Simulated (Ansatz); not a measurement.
## AlH2Si3: where a starting geometry ends

The starting geometry of this gas-phase doublet was optimised with GFN2-xTB.

```yaml
atoms:
  - { symbol: Al, position_ang: [-2.3612, -0.8791, -2.4935] }
  - { symbol: Si, position_ang: [-2.8444, -1.4698, -0.2440] }
  - { symbol: Si, position_ang: [-2.9228, -2.4319, 1.8092] }
  - { symbol: Si, position_ang: [-4.3553, -0.6771, 1.6113] }
  - { symbol: H, position_ang: [-2.9896, 0.2268, -3.4625] }
  - { symbol: H, position_ang: [-1.2827, -1.5033, -3.4934] }
```

Task: Where would you expect an optimisation with PBE0-D3(BJ)/def2-SVP to take it?

Result: A new bond forms, giving a structure given below by its coordinates. Contacts that close: Al1–Si4 (4.57 → 2.52 Å).

The energy falls by 0.83 eV over 24 steps:

```json
{"step": "1", "E − E(last) (eV)": "0.832"}
{"step": "4", "E − E(last) (eV)": "0.403"}
{"step": "6", "E − E(last) (eV)": "0.397"}
{"step": "9", "E − E(last) (eV)": "0.369"}
{"step": "11", "E − E(last) (eV)": "0.331"}
{"step": "14", "E − E(last) (eV)": "0.282"}
{"step": "16", "E − E(last) (eV)": "0.212"}
{"step": "19", "E − E(last) (eV)": "0.048"}
{"step": "21", "E − E(last) (eV)": "0.000"}
{"step": "24", "E − E(last) (eV)": "0.000"}
```

Final geometry (Å):

```xyz
6

Al   -2.5218   -0.7098   -2.1587
Si   -3.1526   -2.5392   -0.4776
Si   -3.4652   -2.1618    1.7031
Si   -2.8973   -0.3941    0.3109
H    -3.7268   -0.2142   -3.0659
H    -0.9923   -0.7153   -2.5847
```

Frequencies at the end are all real (lowest 86 cm⁻¹). Open shells are spin-unrestricted. Run with Ansatz 0.2.0, 5.2 min on 1 thread of Arm Neoverse N1, with other jobs on the host.
